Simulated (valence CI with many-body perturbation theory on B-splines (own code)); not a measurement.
Results of a calculation; reference values are marked as such.
**Sensitivity of CI+MBPT for Pt72+**

Method: valence CI with perturbative core correlation (CI+MBPT): four valence electrons over a frozen Dirac-Fock core [He], radial functions for each j: 6 s, 6 p, 5 d, 3 f, 1 g, with the one-electron correlation potential Σ1, the two-electron term Σ2, the three-electron term Σ3, Breit, model QED; selected CI, second order for the rest, scaled by the run's own slope (own B-spline code, finite nucleus).

The last digits are not significant, and no measured levels were compared; by estimate large intervals hold to a few tenths of a per cent, small ones and those within an open d or f shell to about a per cent.

The reference run has the lowest level (2s^2 2p1/2^2) J=0 and an ionisation energy of 20837.9 eV. Its largest variational space holds 7526 state functions.

Levels are named by their leading jj configuration (3d3/2^4 stands for four electrons in 3d with j = 3/2), which in mixed levels can hold well under half, so a name can repeat and another be missing. Letters in brackets count levels of one name in rising energy.

Changed runs:
A. Breit term on → off; QED terms on → off; selection threshold (hartree) 2e-08 → 1e-06
B. shift of the energy in Σ1 (hartree) 0 → 32.089
C. size limit of the variational space 10000 → 3000; second order for the rest on → off; three-electron term on → off
D. closed core [He] → [He] 2s1 (bad on purpose)

Excitation energies of the reference run in eV, and shifts in cm⁻¹:

```
                     Level  Reference        A        B      C
    (2s^2 2p1/2 2p3/2) J=1     1804.7  +194187      +13   +588
    (2s^2 2p1/2 2p3/2) J=2     1823.0  +272407      +13  +1033
    (2s 2p1/2^2 2p3/2) J=2     2134.8  +245358     -1.7  +1053
    (2s 2p1/2^2 2p3/2) J=1     2229.3  +214880     -1.7  +2017
        (2s^2 2p3/2^2) J=2     3655.6  +414863      +27  +1018
        (2s^2 2p3/2^2) J=0     3723.6  +329176      +27  +1047
(2s 2p1/2 2p3/2^2) J=2 [a]     3909.0  +413538      +12   +899
    (2s 2p1/2 2p3/2^2) J=3     3954.6  +534926      +12  +1219
    (2s 2p1/2 2p3/2^2) J=0     4024.2  +348557      +12  +1097
(2s 2p1/2 2p3/2^2) J=1 [a]     4048.5  +401637      +12  +2081
(2s 2p1/2 2p3/2^2) J=2 [b]     4057.1  +476617      +12  +2049
(2s 2p1/2 2p3/2^2) J=1 [b]     4062.0  +395205      +12  +1998
    Ionisation energy (eV)    20837.9    +49.0  +0.0044  +0.16
```

Run D: It gave no result: the perturbation theory needs a core of closed shells. The program said: "the core must hold closed shells only".
